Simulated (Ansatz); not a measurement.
Saddle point of SiH3BrCl2, singlet (SiH₂Cl₂ ([Cl][SiH2][Cl]) + HBr → SiHBrCl₂ ([Cl][SiH]([Cl])[Br]) + H₂; bonds formed: Si1–Br7, H2–H6; bonds broken: Si1–H2, H6–Br7), PBE0-D4/def2-TZVP structure:

Si1  (-0.030, -0.470, 0.007)
H2  (-0.557, 0.948, 0.728)
Cl3  (-1.129, -0.658, -1.673)
Cl4  (-1.150, -1.328, 1.525)
H5  (1.222, -1.215, 0.140)
H6  (0.117, 1.310, 0.224)
Br7  (1.527, 1.414, -0.951)
(Å)

Energies are electronic, without zero-point energy. Barriers and step energies count from the start structure reached by relaxing down the imaginary mode; all methods use the PBE0-D4 structures, on which another method's saddle can fall below an end. Ansatz 0.2.0; basis: def2-TZVPP, with def2-QZVPP for the basis limit; cores frozen in the correlated methods. Filled d shells of the heavier atoms are correlated. The def2 sets are not built for correlating such inner shells, so the correlated values are less sure here. B3LYP uses VWN-RPA correlation. Extrapolation: Hartree–Fock as exp(−7.88 √X), correlation as X^−2.97.

| method | barrier (eV) | step energy (eV) |
| --- | --- | --- |
| SPW92 | 1.031 | -0.606 |
| PBE-D4 | 1.295 | -0.688 |
| BLYP-D4 | 1.525 | -0.653 |
| r2SCAN-D4 | 1.424 | -0.713 |
| B97M-V | 1.635 | -0.650 |
| PBE0-D4 | 1.472 | -0.673 |
| B3LYP-D4 | 1.650 | -0.638 |
| r2SCAN0-D4 | ? | -0.695 |
| BHLYP-D4 | 1.853 | -0.626 |
| CAM-B3LYP-D4 | ? | -0.585 |
| wB97X-V | 1.759 | -0.638 |
| wB97M-V | 1.680 | -0.671 |
| B2PLYP | ? | -0.631 |
| PBE-QIDH | 1.631 | -0.682 |
| RPA on PBE | 1.868 | -0.568 |
| HF | 2.419 | -0.520 |
| MP2 | 1.700 | -0.726 |
| CCSD | 1.935 | -0.575 |
| CCSD(T) | 1.813 | -0.612 |

Q: Fill in the withheld barriers. (To be estimated.)

A: The calculation gives: B2PLYP 1.739; CAM-B3LYP-D4 1.773; r2SCAN0-D4 1.543 eV. Each is the energy of the saddle less that of the start structure, by the same method.

For comparison, the barrier by CCSD(T) at an estimated basis limit (MP2 extrapolated from triple and quadruple zeta, plus CCSD(T) − MP2 in triple zeta) is 1.707 eV.

The T1 diagnostic stays at or below 0.010.

Labels in which every atom is bracketed show which atoms are joined, not bond orders.

For scale, one of the runs: CCSD(T)/def2-TZVPP, 216 basis functions, launched by `ansatz run in.yaml --threads 4 --pin off --events-out ev --progress --plain --max-ram 9574MiB`. The run took 110 s on 4 CPU threads of an Arm Neoverse V1 (shared host), with 2.9 GiB of host memory at its peak.
